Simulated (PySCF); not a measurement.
Molecule: SMILES C(=C)(F)[CH2][AlH][N](C)C, C₅H₁₁AlFN.

Bonds (- single, = double, # triple, : aromatic): C1=C2, C2-F3, C2-C4, C4-Al5, Al5-N6, N6-C7, N6-C8. C1 carries H9, H10; C4 carries H11, H12; Al5 carries H13; C7 carries H14, H15, H16; C8 carries H17, H18, H19. H10 is cis to F3; H9 is trans to F3.

Frames of a GFN2-xTB Langevin trajectory at 300 K; GIAO PBE0/pcSseg-1 shieldings in PySCF 2.14.0 with density-fitted response routines, gas phase, non-relativistic; equivalent atoms averaged within each frame.

Shifts are taken against calculated references (same method and geometry level): TMS for $^{13}$C (σ = 186.93 ppm) and $^{1}$H (σ = 31.72 ppm); CFCl3 for $^{19}$F (σ = 170.95 ppm); $^{27}$Al (σ = 489.97 ppm) against AlH4-; $^{15}$N (σ = 267.73 ppm) vs NH3. The references are static minima.

Task: How do the shifts (ppm) fluctuate along the trajectory?

Result: 
| time (fs) | C2 | C1 | C7/C8 | C4 | F3 | Al5 | N6 | H10 | H9 | H13 |
| --- | --- | --- | --- | --- | --- | --- | --- | --- | --- | --- |
| optimised geometry | 189.2 | 92.8 | 41.6 | 23.1 | -78.5 | 65.6 | 41.3 | 4.97 | 4.66 | 4.19 |
| 250 | 189.8 | 92.1 | 37.5 | 26.3 | -95.0 | 73.9 | 31.4 | 5.04 | 5.00 | 4.40 |
| 425 | 185.0 | 93.4 | 43.2 | 27.3 | -46.5 | 63.2 | 39.8 | 5.23 | 4.99 | 4.60 |
| 625 | 186.7 | 86.5 | 45.5 | 30.9 | -74.7 | 51.8 | 59.9 | 4.32 | 4.40 | 4.27 |
| 800 | 192.9 | 98.8 | 45.5 | 11.9 | -45.1 | 77.6 | 56.6 | 5.49 | 4.16 | 4.02 |
| 1000 | 199.1 | 89.5 | 44.9 | 28.4 | -23.5 | 63.3 | 44.5 | 4.15 | 4.27 | 4.84 |
| mean of frames | 190.7 | 92.1 | 43.3 | 25.0 | -57.0 | 65.9 | 46.4 | 4.85 | 4.56 | 4.43 |
| standard deviation | 5.6 | 4.6 | 3.4 | 7.5 | 28.0 | 10.2 | 11.8 | 0.58 | 0.40 | 0.31 |

5 frames give an uncertainty of the mean of about the standard deviation over 2.2 at best, since frames this close in time may not be independent; classical motion lacks zero-point vibration, and the reference would need the same averaging.
